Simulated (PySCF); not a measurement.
## Spin–orbit doublets of 2p levels

Si(SMe)Cl3, CH3Cl3SSi.
Z-matrix (Å and degrees, PBE0-D3(BJ)/def2-SVP geometry), rows numbered from 1:
```
Si
S   1  2.1027
C   2  1.8256  1   98.95
H   3  1.0988  2  110.81  1   -63.29
H   3  1.0975  2  106.14  1   178.06
H   3  1.0984  2  110.85  1    59.54
Cl  1  2.0514  2  111.87  3   -58.99
Cl  1  2.0403  2  107.43  3  -179.45
Cl  1  2.0508  2  111.67  3    60.10
```

Computed with delta-SCF UKS SCAN, pcX-2 on the ionised atom, pcseg-1 elsewhere, spin-free X2C in PySCF 2.14.0. Each binding energy is the total energy of the core-ionised species, with the hole localised on one atom, minus that of the ground state; both are solved self-consistently, so orbital relaxation is included. Spin–orbit and ligand-field terms were added within each 2p shell after the spin-free SCF. The splitting includes the ligand field, and 2p3/2 is the mean of two sublevels.

```tsv
atom	mean of the 2p shell (eV)	splitting (eV)
Si1	109.735	0.625
Cl7/Cl8/Cl9	207.041	1.654
```

Problem. Where do the two lines of each doublet lie?

Solution. 2p3/2 = mean − splitting/3 and 2p1/2 = mean + 2 × splitting/3:

```
       atom                   environment  2p3/2 (eV)  2p1/2 (eV)
        Si1  silicon bonded to 3 Cl and S      109.53      110.15
Cl7/Cl8/Cl9         chlorine bonded to Si      206.49      208.14
```

Problem. What are the 1s binding energies of the same atoms?

Solution. Si1 1849.71 eV; Cl7/Cl8/Cl9 2829.09 eV.

Problem. Which Kα1 and Kα2 emission energies and wavelengths follow?

Solution. The photon carries the difference of the 1s-hole and 2p-hole states, both at the ground state's geometry; λ = 12398.42 eV Å/E.

| atom | Kα1 (eV) | Kα2 (eV) | λ(Kα1) (Å) | λ(Kα2) (Å) |
| --- | --- | --- | --- | --- |
| Si1 | 1740.18 | 1739.56 | 7.1248 | 7.1273 |
| Cl7/Cl8/Cl9 | 2622.60 | 2620.95 | 4.7275 | 4.7305 |

2p1/2 minus 2p3/2 by element: Si (Z = 14) 0.63 eV, Cl (Z = 17) 1.65 eV.

Problem. And the 1s levels of the other atoms?

Solution. C3 (carbon bonded to S and 3 H) 291.98 eV; S2 (sulfur bonded to C and Si) 2477.53 eV.

Topologically equivalent atoms share the value of their first member; where this conformer doesn't relate them by symmetry, their own values could differ. Not every level is listed. Geometry: PBE0-D3(BJ)/def2-SVP; no solvent, vibrations or thermal averaging.
